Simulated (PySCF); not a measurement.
H₉PSi₃.

```xyz
13

Si    -1.8623     0.6379     0.2227
P      0.0000     0.0000    -0.8929
Si     1.4836     1.2938     0.2227
Si     0.3787    -1.9317     0.2227
H     -2.1911     2.0359    -0.1855
H     -1.7074     0.5898     1.7105
H     -2.9768    -0.2710    -0.1783
H      1.2537     2.7135    -0.1783
H      2.8587     0.8795    -0.1855
H      1.3645     1.1838     1.7105
H      1.7231    -2.4425    -0.1783
H     -0.6676    -2.9155    -0.1855
H      0.3429    -1.7735     1.7105
```
Charge 0, spin multiplicity 1.

Coordinates come from a r2SCAN-D4/def2-SVP optimisation.

The numbers are results of PBE0/pcSseg-1 in PySCF, not measurements. Non-relativistic, no solvent.

Computed absolute GIAO shielding of each atom: isotropic value and principal components (ppm):
| atom | σ(iso) | σ11 | σ22 | σ33 | span |
|---|---|---|---|---|---|
| Si1 | 417.8 | 369.3 | 415.0 | 469.1 | 99.8 |
| P2 | 681.1 | 639.7 | 701.7 | 701.7 | 62.0 |
| Si3 | 417.8 | 369.3 | 415.0 | 469.1 | 99.8 |
| Si4 | 417.8 | 369.3 | 415.0 | 469.1 | 99.8 |
| H5 | 27.1 | 23.4 | 24.6 | 33.3 | 9.9 |
| H6 | 27.4 | 23.9 | 25.7 | 32.6 | 8.7 |
| H7 | 27.1 | 23.4 | 24.6 | 33.3 | 9.9 |
| H8 | 27.1 | 23.4 | 24.6 | 33.3 | 9.9 |
| H9 | 27.1 | 23.4 | 24.6 | 33.3 | 9.9 |
| H10 | 27.4 | 23.9 | 25.7 | 32.6 | 8.7 |
| H11 | 27.1 | 23.4 | 24.6 | 33.3 | 9.9 |
| H12 | 27.1 | 23.4 | 24.6 | 33.3 | 9.9 |
| H13 | 27.4 | 23.9 | 25.7 | 32.6 | 8.7 |
